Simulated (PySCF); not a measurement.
GaCl2, SMILES [Ga+]([Cl])[Cl], charge +1. The structure is a stationary point at PBE-D3(BJ)/def2-TZVP. The multiplicity is an assumed one; other spin states were not compared. The isomer is the one that the SMILES or the coordinates give; other isomers of the formula were not compared.

The numbers are results of PySCF with PBE-D3(BJ)/def2-TZVP, not measurements.

Harmonic wavenumbers (cm⁻¹): 108, 108, 402, 585. Rotational constants (GHz): 1.713 (linear); symmetry number 2.

Question: Work out the zero-point energy and the ideal-gas rigid-rotor harmonic-oscillator thermochemistry at 298.15 K and 1 atm.

Answer: ZPE = ½ Σ hcν = ½ × 1203 cm⁻¹ = 7.20 kJ/mol. H − E(el) = 20.90 kJ/mol. Entropy in J/(mol K): translation 170.43, rotation 70.69, vibration 33.63, total 274.76. G − E(el) = -61.02 kJ/mol. Cp = 55.94 J/(mol K). Modes under 150 cm⁻¹ make the vibrational entropy uncertain.
